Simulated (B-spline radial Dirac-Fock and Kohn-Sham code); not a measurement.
Ionisation energies of thallium ions, computed and tabulated

These are calculated numbers from a B-spline atomic structure program; the model is relaxed Dirac-Fock hole states (ΔSCF) with Breit and QED corrections and a finite nucleus. Each value is the difference of the configuration-average energies of two neighbouring ions in their tabulated ground configurations. Electron correlation is not included. NIST's values refer to the lowest levels; many for high charge states are themselves semi-empirical or theoretical. Where a p, d or f shell is open in either ion the computed value averages over both j values and all terms, while the table refers to the lowest levels; that difference holds spin-orbit splitting (largest in heavy or highly charged ions), term energies where several electrons share open shells, and correlation, and it can reach 10 % or more.

| ion | configuration | computed (eV) | NIST (eV) | kind | NIST − computed (eV) |
| --- | --- | --- | --- | --- | --- |
| Tl⁷⁰⁺ | [Ne] 3s1 | 8880.3 | 8880 ± 60 | theoretical | -0.30 |
| Tl⁷¹⁺ | [He] 2s2 2p6 | 19774.7 | 19070 ± 60 | theoretical | -704.71 |
| Tl⁷²⁺ | [He] 2s2 2p5 | 20166.6 | 19440 ± 70 | theoretical | -726.65 |
| Tl⁷³⁺ | [He] 2s2 2p4 | 20562.1 | 19840 ± 90 | theoretical | -722.09 |
| Tl⁷⁴⁺ | [He] 2s2 2p3 | 20961.0 | 20210 ± 90 | theoretical | -751.03 |
| Tl⁷⁵⁺ | [He] 2s2 2p2 | 21363.5 | 22780 ± 100 | theoretical | +1416.50 |
| Tl⁷⁶⁺ | [He] 2s2 2p1 | 21769.5 | 23250 ± 110 | theoretical | +1480.52 |
| Tl⁷⁹⁺ | 1s2 | 96777.5 | 96783.2 ± 0.3 | theoretical | +5.73 |
| Tl⁸⁰⁺ | 1s1 | 98591.6 | 98592.12 ± 0.25 | theoretical | +0.49 |
